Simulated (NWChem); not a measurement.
BiH3O3; SMILES [OH][Bi]([OH])[OH]

```xyz
7

Bi    -0.0006    -0.0013     0.2909
O     -0.1501    -1.7610    -0.8217
H     -0.7945    -1.6120    -1.5284
O     -1.4478     1.0180    -0.8152
H     -0.9915     1.5087    -1.5138
O      1.6029     0.7543    -0.8112
H      1.7970     0.1241    -1.5199
```
Atoms are numbered in this order, from 1.

Computed with NWChem. All runs use the structure optimised with PBE0/def2-SVP. def2 effective core potentials on Bi; no spin-orbit coupling.

Problem. What does the run give for BP86/def2-SVP? Quantities: highest occupied level (eV); orbital gap (eV); dipole (D).

Solution. The highest occupied level (eV) comes out as -6.29. The orbital gap (eV) is 4.82 and the dipole (D) is 0.57.
